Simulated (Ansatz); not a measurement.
Stepwise reaction of `[Cl][GaH][Cl]` with hydrogen, as a gas-phase model of exchange steps in deposition or etching. ΔE in kJ/mol; ΔG adds harmonic PBE0-D4 terms to CCSD(T)/CBS, at 1 bar.

Program: Ansatz. Geometries: PBE0-D4/def2-TZVP. ΔE: electronic, gas phase. CCSD(T)/CBS adds triple-zeta CCSD(T) − MP2 to the extrapolated MP2 energy (def2 sets, frozen cores). This one scheme is used for every species. Functionals use def2-TZVPP. B3LYP here is the variant with VWN-RPA as its local correlation; programs differ in this. For Ga outer-core shells are correlated without core-valence functions, which leaves a few kJ/mol of doubt a bond. Scalar relativity is left out up to krypton.

```
step                                   reaction  PBE-D4  B3LYP-D4  ωB97M-V  CCSD(T)/CBS  ΔG(500 K)
   1  `[Cl][GaH][Cl]` + H₂ → `[Cl][GaH2]` + HCl    99.8     100.9     99.4        101.6       94.2
   2         `[Cl][GaH2]` + H₂ → `[GaH3]` + HCl   113.5     114.3    112.3        115.3      112.1
```

**Question.** By hand: ΔE of the 2 steps together at CCSD(T)/CBS.

**Answer.** (101.6) + (115.3) = 216.9 kJ/mol, or 108.4 kJ/mol a step.

In ΔE each step is higher than the one before. All are uphill at CCSD(T)/CBS. ΔG lies between 94.2 and 112.1 kJ/mol a step. PBE-D4 differs from CCSD(T)/CBS by -1.8 to -1.8 kJ/mol a step. Isolated molecules leave out the surface, adducts and barriers. Largest T1 diagnostic: 0.013.
